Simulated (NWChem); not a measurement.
System meant: C3H7FSi; SMILES F[SiH2]C1CC1

Input file for NWChem:

```
start job
memory heap 200 mb stack 900 mb global 1100 mb
geometry units angstroms noautoz
  F     -0.708905     2.063229     0.179066
  Si     0.475280     0.944332     0.131039
  C     -0.157983    -0.659063    -0.537128
  C      0.517063    -1.945608    -0.106562
  C     -0.863236    -1.644156     0.365324
  H      0.954636     0.726579     1.528269
  H      1.562082     1.508877    -0.719495
  H     -0.504881    -0.639502    -1.576829
  H      0.654029    -2.719037    -0.866933
  H      1.334935    -1.891878     0.619763
  H     -1.694875    -2.210026    -0.062945
  H     -1.004310    -1.378527     1.417892
end
basis spherical
  * library def2-svp
end
dft
  odft
  mult 2
  xc pbe0
  iterations 150
  mulliken
end
task dft energy
```

End of the output:

```
 Summary of "ao basis" -> "" (spherical)
 ------------------------------------------------------------------------------
       Tag                 Description            Shells   Functions and Types
 ---------------- ------------------------------  ------  ---------------------
 *                          def2-svp                  on all atoms

                                 NWChem DFT Module
                                 -----------------

 Summary of "ao basis" -> "ao basis" (spherical)
 ------------------------------------------------------------------------------
       Tag                 Description            Shells   Functions and Types
 ---------------- ------------------------------  ------  ---------------------
 F                          def2-svp                 6       14   3s2p1d
 Si                         def2-svp                 8       18   4s3p1d
 C                          def2-svp                 6       14   3s2p1d
 H                          def2-svp                 3        5   2s1p

 Summary of "ao basis" -> "ao basis" (spherical)
 ------------------------------------------------------------------------------
       Tag                 Description            Shells   Functions and Types
 ---------------- ------------------------------  ------  ---------------------
 F                          def2-svp                 6       14   3s2p1d
 Si                         def2-svp                 8       18   4s3p1d
 C                          def2-svp                 6       14   3s2p1d
 H                          def2-svp                 3        5   2s1p

  number of electrons :                   48
  multiplicity        :                    2
 ------------------------------------------------------------------------
  no. of electrons and multiplicity not compatible                  48
 ------------------------------------------------------------------------
 ------------------------------------------------------------------------
  current input line :
    27: task dft energy
 ------------------------------------------------------------------------
 ------------------------------------------------------------------------
 There is an error in the input file
 ------------------------------------------------------------------------
 For more information see the NWChem manual at https://nwchemgit.github.io

0: no. of electrons and multiplicity not compatible:Received an Error in Communication
```

Problem. Find the fault in this run and fix the input.

Solution. The input was rejected before any calculation. Cause: the multiplicity doesn't fit the number of electrons (an even count wants an odd multiplicity, and the reverse). This input runs:
```
start job
memory heap 200 mb stack 900 mb global 1100 mb
geometry units angstroms noautoz
  F     -0.708905     2.063229     0.179066
  Si     0.475280     0.944332     0.131039
  C     -0.157983    -0.659063    -0.537128
  C      0.517063    -1.945608    -0.106562
  C     -0.863236    -1.644156     0.365324
  H      0.954636     0.726579     1.528269
  H      1.562082     1.508877    -0.719495
  H     -0.504881    -0.639502    -1.576829
  H      0.654029    -2.719037    -0.866933
  H      1.334935    -1.891878     0.619763
  H     -1.694875    -2.210026    -0.062945
  H     -1.004310    -1.378527     1.417892
end
basis spherical
  F library def2-svp
  Si library def2-svp
  C library def2-svp
  H library def2-svp
end
dft
  xc pbe0
  iterations 150
  mulliken
end
task dft energy
```
It converges to -507.27785 Ha (PBE0/def2-SVP).
